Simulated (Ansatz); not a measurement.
Consider the formal hydrolysis of a B–O bond: `FBO[SiH2][SiH3]` + H₂O → `OBF` + `O[SiH2][SiH3]`.

Program: Ansatz. Geometries: PBE0-D4/def2-TZVP. ΔE: electronic, gas phase. CBS: MP2 limit from def2 TZ/QZ plus the TZ coupled-cluster correction, frozen cores. This one scheme is used for every species. Functionals use def2-TZVPP. B3LYP here is the variant with VWN-RPA as its local correlation; programs differ in this. Each species was taken in one conformer, which may not be the lowest.

`FBO[SiH2][SiH3]`:

Z-matrix (Å, degrees):
```
Si
Si 1 2.344
O 1 1.669 2 113.5
H 1 1.486 2 110.7 3 -119.7
H 1 1.486 2 110.8 3 119.8
H 2 1.486 1 110.9 3 61.0
H 2 1.490 1 107.5 3 179.8
H 2 1.486 1 110.9 3 -61.3
B 3 1.338 1 135.9 2 0.4
F 9 1.334 3 120.2 1 -0.1
H 9 1.194 3 121.5 1 179.9
```

H₂O:

Cartesian coordinates in Å:
```
O -0.386 0.046 0.020
H 0.122 -0.319 -0.708
H 0.264 0.273 0.688
```

`OBF`:

Cartesian coordinates in Å:
```
O -0.444 -0.896 -0.086
B 0.170 0.289 -0.240
F 0.446 1.046 0.821
H -0.643 -1.108 0.832
H 0.472 0.670 -1.328
```

`O[SiH2][SiH3]`:

```xyz
9

O    -0.855    1.886   -0.058
Si   -0.185    0.582   -0.824
Si    0.593   -1.040    0.685
H    -1.599    1.725    0.522
H    -1.161   -0.063   -1.750
H     0.936    1.128   -1.628
H     1.134   -2.210   -0.060
H    -0.525   -1.513    1.549
H     1.662   -0.495    1.565
```

```csv
level,ΔE (kcal/mol),difference from CCSD(T)/CBS
PBE-D4,-0.3,-1.7
PBE0-D4,0.2,-1.2
B3LYP-D4,0.8,-0.6
ωB97M-V,0.4,-1.0
B2PLYP,-0.2,-1.6
r2SCAN,-0.2,-1.6
PBE0,-0.8,-2.2
B3LYP,-0.9,-2.3
HF/def2-TZVPP,0.2,-1.2
MP2/def2-TZVPP,0.7,-0.7
CCSD/def2-TZVPP,0.7,-0.7
CCSD(T)/def2-TZVPP,0.7,-0.7
MP2/def2-QZVPP,1.2,-0.2
SCS-MP2/def2-QZVPP,1.0,-0.4
HF/CBS(def2),0.4,-1.0
CCSD/CBS(def2),1.4,0.0
CCSD(T)/CBS,1.4,0
```

Largest T1 diagnostic among the species: 0.013.

The D4 term adds +1.7 kcal/mol with B3LYP and +0.9 kcal/mol with PBE0; it sums over pairs of atoms, weighted by their polarisabilities, and B3LYP, whose exchange is more repulsive, gets the larger term.
